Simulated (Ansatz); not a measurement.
Calculated with Ansatz (gas phase, PBE0-D4/def2-TZVP geometries, no zero-point term in ΔE). CCSD(T)/CBS is the MP2 limit (def2-TZVPP, def2-QZVPP) plus CCSD(T) − MP2 in def2-TZVPP, frozen cores. DFT in def2-TZVPP. B3LYP here is the variant with VWN-RPA as its local correlation; programs differ in this. For Sc outer-core shells are correlated without core-valence functions, which leaves a few kJ/mol of doubt a bond. Scalar relativity is left out up to krypton. Each species was taken in one conformer, which may not be the lowest.

Reaction (redistribution): `O[SiH2][SiH2]O` + `[NH2][Sc]([O][SiH3])[O][SiH3]` → `O[SiH2][SiH2]O[SiH3]` + `[NH2][Sc]([OH])[O][SiH3]`

`O[SiH2][SiH2]O`:

```xyz
10

O     0.430    1.497   -0.778
Si    1.065    0.004   -0.395
Si   -0.799   -0.917    0.710
O    -1.984    0.222    0.539
H     0.975    2.118   -1.264
H     2.286    0.146    0.449
H     1.479   -0.725   -1.629
H    -0.522   -1.172    2.151
H    -1.240   -2.203    0.107
H    -1.688    1.031    0.111
```

`[NH2][Sc]([O][SiH3])[O][SiH3]`:

Cartesian coordinates in Å:
```
N -0.903 -2.336 1.036
Sc -0.245 -0.634 0.280
O -1.466 0.431 -0.709
Si -2.427 1.413 -1.581
O 1.568 -0.166 0.590
Si 3.101 0.333 0.807
H -0.363 -2.997 1.580
H -1.840 -2.709 0.950
H -1.748 2.709 -1.863
H -2.778 0.777 -2.882
H -3.689 1.699 -0.844
H 4.035 -0.827 0.807
H 3.515 1.263 -0.281
H 3.239 1.044 2.109
```

`O[SiH2][SiH2]O[SiH3]`:

Z-matrix (Å, degrees):
```
Si
Si 1 2.355
O 1 1.655 2 111.1
H 1 1.493 2 109.4 3 123.0
H 1 1.485 2 110.7 3 -117.5
O 2 1.650 1 109.6 3 -52.5
H 2 1.488 1 111.5 3 -171.6
H 2 1.490 1 111.0 3 67.8
H 3 0.959 1 116.9 2 63.1
Si 6 1.630 2 143.9 1 41.1
H 10 1.485 6 110.9 2 76.8
H 10 1.494 6 109.8 2 -42.8
H 10 1.481 6 109.0 2 -161.8
```

`[NH2][Sc]([OH])[O][SiH3]`:

```xyz
11

N    -1.628    1.932   -0.088
Sc   -0.890    0.221    0.581
O    -1.819   -0.610    1.974
O     0.696   -0.431   -0.251
Si    2.041   -1.055   -0.912
H    -1.242    2.499   -0.833
H    -2.458    2.400    0.251
H    -2.142   -1.178    2.666
H     1.720   -1.786   -2.171
H     2.702   -2.011    0.021
H     3.020    0.021   -1.238
```

Is it downhill or uphill in electronic energy at CCSD(T)/CBS, and by how much? (Estimate.)

The calculation gave: Uphill: ΔE = +10.7 kJ/mol.

What do these levels give: LDA (SPW92), revPBE-D4, BLYP-D4, B3LYP-D4, r2SCAN0-D4, B2PLYP, BHLYP, CCSD/def2-SVP, MP2/def2-TZVPP, CCSD(T)/def2-TZVPP, HF/CBS(def2), CCSD/CBS(def2)? (Best estimate.)

Ansatz gave: LDA (SPW92) 8.8, revPBE-D4 8.2, BLYP-D4 4.8, B3LYP-D4 5.5, r2SCAN0-D4 9.8, B2PLYP 10.2, BHLYP 10.3, CCSD/def2-SVP 21.1, MP2/def2-TZVPP 10.0, CCSD(T)/def2-TZVPP 10.4, HF/CBS(def2) 11.5, CCSD/CBS(def2) 10.6 kJ/mol.

Largest T1 diagnostic among the species: 0.015.

At CCSD(T), def2-SVP lies +10.8 kJ/mol from the extrapolated value and def2-TZVPP −0.2 kJ/mol. Leaving LDA and LC-ωPBE aside and taking each functional with its dispersion term where it has one, the values, not all of them listed here, spread over 6.7 kJ/mol, from BLYP-D4 to PBE-QIDH. The D4 term adds −4.7 kJ/mol with B3LYP and −2.8 kJ/mol with PBE0; it sums over pairs of atoms, weighted by their polarisabilities, and B3LYP, whose exchange is more repulsive, gets the larger term.
